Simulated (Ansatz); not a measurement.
`CB[SiH2][SiH2][AlH2]` + H₂O → `CBO` + `[AlH2][SiH2][SiH3]`  (formal hydrolysis of a B–Si bond)

Computed with Ansatz on PBE0-D4/def2-TZVP structures; ΔE is electronic, products minus reactants. CCSD(T)/CBS is the MP2 limit (def2-TZVPP, def2-QZVPP) plus CCSD(T) − MP2 in def2-TZVPP, frozen cores. This one scheme is used for every species. Functionals use def2-TZVPP. Each species was taken in one conformer, which may not be the lowest.

CCSD(T)/CBS gives -151.7 kJ/mol.

(1) Another level gave -139.8 kJ/mol. Which?
A. revPBE-D4/def2-TZVPP
B. BHLYP/def2-TZVPP
C. LC-ωPBE/def2-TZVPP
D. PBE-D4/def2-TZVPP

Largest T1 diagnostic among the species: 0.014.

## Answers

(1) A. revPBE-D4 -139.8, LC-ωPBE -161.1, PBE-D4 -144.0, BHLYP -180.9 kJ/mol.

The D4 term adds +17.3 kJ/mol with B3LYP and +9.7 kJ/mol with PBE0; it sums over pairs of atoms, weighted by their polarisabilities, and B3LYP, whose exchange is more repulsive, gets the larger term. At CCSD(T), def2-SVP lies −35.7 kJ/mol from the extrapolated value and def2-TZVPP −6.4 kJ/mol. In def2-TZVPP, CCSD(T) changes the Hartree–Fock value by +36.0 kJ/mol (the triples alone add +4.9 kJ/mol) and MP2 by +34.3 kJ/mol.

B3LYP here is the variant with VWN-RPA as its local correlation; programs differ in this.
